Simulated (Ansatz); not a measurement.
```yaml
atoms:
  - { symbol: C, position_ang: [0.0132, -0.0578, -0.7090] }
  - { symbol: O, position_ang: [0.0810, -0.1217, 0.5929] }
  - { symbol: H, position_ang: [0.0232, 0.8014, 1.0879] }
  - { symbol: H, position_ang: [0.0264, -0.9578, -1.0714] }
  - { symbol: H, position_ang: [-0.3473, 0.8328, -1.2675] }
```

Basis set: STO-3G (spherical functions). Left uncorrelated: 2 orbitals. Charge 0, multiplicity 2.

Computed with Ansatz (development build ahead of 0.2.0); each method stands on the lowest determinant of its kind that the runs found.

Question: Give the atomization energy at this shape (free ground-state atoms in the same class of orbitals less the molecule, no zero-point energy) of doublet CH3O by UHF-MP2, UHF.

Answer:

| method | atomization energy |
| --- | --- |
| UHF-MP2 | 343.62 kcal/mol |
| UHF | 302.14 kcal/mol |

Caution: the shape is not the minimum.

This basis has no polarisation functions and is too small for such energies, which can lie far from measured ones in either direction.
